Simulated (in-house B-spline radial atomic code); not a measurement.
# RPA and G0W0 on SCAN: the potassium ion K⁷⁺

Configuration [Ne] 3s2, mean-field start SCAN. Computed with an all-electron radial atomic-structure program (B-spline basis): all electrons, non-relativistic, point nucleus, each spin shell either full or empty, empty states to l = 9 with an (l + 1/2)⁻⁴ tail; G0W0 by contour deformation at full frequency.

Command:
```bash
python run_gw.py task.json out
```
Settings (radii: box in bohr, nucleus in fm):
```
Z                        19
electrons                12
configuration            [Ne] 3s2
hamiltonian              nr
method                   scan,scan
lmax                     9
spin_polarised           False
box_radius               8.41
intervals                47
ion_configuration        [Ne] 3s1
```

Time taken, with all properties: 2.5 s on 1 thread of Arm Neoverse N1, on a shared host.

Energies (hartree):

```
                                     term       value
                         mean-field total  -583.70987
Hartree-Fock functional on these orbitals  -583.17740
                      direct second order    -0.87688
                    second-order exchange     0.32368
                         SOSEX correction       0.288
```

Task: What is the RPA correlation energy, and what remains with SOSEX?

Result: RPA gives -0.77523 hartree (-1.76 eV per electron); RPA + SOSEX gives -0.48723, and the second-order doubles -0.5532 hartree (no singles). SOSEX takes back 37 % of the RPA value.

Quasi-particle levels (eV):

```tsv
level	occupied	mean field	Σx - vxc	Σc	QP weight	G0W0
3s	yes	-145.59	-6.72	?	?	?
2p	yes	-420.91	-28.32	4.12	0.959	-445.11
3p	no	-126.04	9.88	-2.17	0.953	-118.33
```

G0W0 = mean field + (Σx - vxc) + Σc, with Σc (partial-wave tail included) taken at the quasi-particle energy. Levels of low weight are left out.

Task: Where does G0W0 put 3s?

Result: At -154.99 eV, with Σc = -2.69 eV and a quasi-particle weight of 0.962. The tabulated removal energy is 154.87 ± 0.05 eV (NIST, semi-empirical); the calculation leaves out relativity, Breit and QED terms, and what these don't explain is the method's own error.

Task: What does it cost to remove one electron (to [Ne] 3s1) by differences of total energies, each species on its own start (correlation terms add to the Hartree-Fock functional)?

Result: SCAN 153.18 eV, Hartree-Fock functional 152.10 eV, + RPA 154.93 eV, + RPA + SOSEX 154.17 eV, + second order 155.01 eV. Tabulated: 154.87 ± 0.05 eV (NIST, semi-empirical); the calculation leaves out relativity, Breit and QED terms, and what these don't explain is the method's own error.
